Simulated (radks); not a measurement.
Spin polarisation of the 4s1 shell in Ca+. Start: [Ar] 4s(up 0.5, down 0.5); electrons of 4s are moved from spin down to spin up, other shells keep equal spins. All-electron calculation, scalar-relativistic Kohn-Sham, r2SCAN, spin-polarised, spherical densities, finite nucleus; meta-GGA in the generalised Kohn-Sham scheme; Fermi nuclear charge, rms radius of each element as measured or else 0.836 A^(1/3) + 0.57 fm. Program: a radial shooting solver on a logarithmic mesh with Libxc functionals.

\begin{tabular}{lrrrrrr}
moment (Bohr magnetons) & E - E(0) (eV) & e(4s up) (eV) & e(4s down) (eV) & 3p down minus up (eV) & 3s down minus up (eV) & 2p down minus up (eV) \\ \hline
0 & 0.000 & -8.853 & -8.853 & 0.000 & 0.000 & 0.000 \\
0.25 & -0.029 & -9.061 & -8.604 & 0.026 & 0.024 & 0.009 \\
0.5 & -0.116 & -9.237 & -8.294 & 0.052 & 0.048 & 0.018 \\
0.75 & -0.266 & -9.375 & -7.911 & 0.080 & 0.072 & 0.026 \\
\end{tabular}

At moment 0.75 the spin-polarisation energy is -0.266 eV and the 4s exchange splitting 1.464 eV, that is 1.951 eV per Bohr magneton; E = -I m^2/4 would give I = 1.891 eV.
